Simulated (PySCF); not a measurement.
H6NSi2, SMILES [SiH2]N[SiH3] (connectivity only; charge and spin as stated), charge +1, multiplicity 1.

The structure is a stationary point at PBE0-D3(BJ)/def2-SVP. The multiplicity is an assumed one; other spin states were not compared. The isomer is the one that the SMILES or the coordinates give; other isomers of the formula were not compared.

All values below come from PBE0-D3(BJ)/def2-SVP (PySCF).

Frequencies are harmonic and unscaled.

Computed normal modes with their intensities:
| mode | ν (cm⁻¹) | IR (km/mol) | moving atoms (share of kinetic energy) |
|---|---|---|---|
| 1 | 129 | 0.2 | H 80 %, N 15 % |
| 2 | 200 | 1.2 | Si 46 %, H 28 %, N 26 % |
| 3 | 278 | 9.2 | H 80 %, N 18 % |
| 4 | 554 | 16.8 | Si 44 %, H 39 %, N 17 % |
| 5 | 616 | 4.5 | H 84 %, Si 13 % |
| 6 | 652 | 1.5 | H 94 % |
| 7 | 671 | 55.5 | H 83 %, Si 12 % |
| 8 | 759 | 113.2 | H 82 %, N 15 % |
| 9 | 784 | 140.4 | H 54 %, N 32 %, Si 14 % |
| 10 | 910 | 221.9 | H 93 % |
| 11 | 921 | 44.7 | H 96 % |
| 12 | 928 | 89.4 | H 90 % |
| 13 | 933 | 44.5 | H 96 % |
| 14 | 1049 | 29.6 | H 44 %, N 33 %, Si 23 % |
| 15 | 1225 | 187.5 | H 56 %, N 39 % |
| 16 | 2281 | 15.8 | H 99 % |
| 17 | 2308 | 39.5 | H 96 % |
| 18 | 2314 | 35.5 | H 95 % |
| 19 | 2319 | 1.1 | H 98 % |
| 20 | 2376 | 2.7 | H 95 % |
| 21 | 3541 | 142.3 | H 93 % |
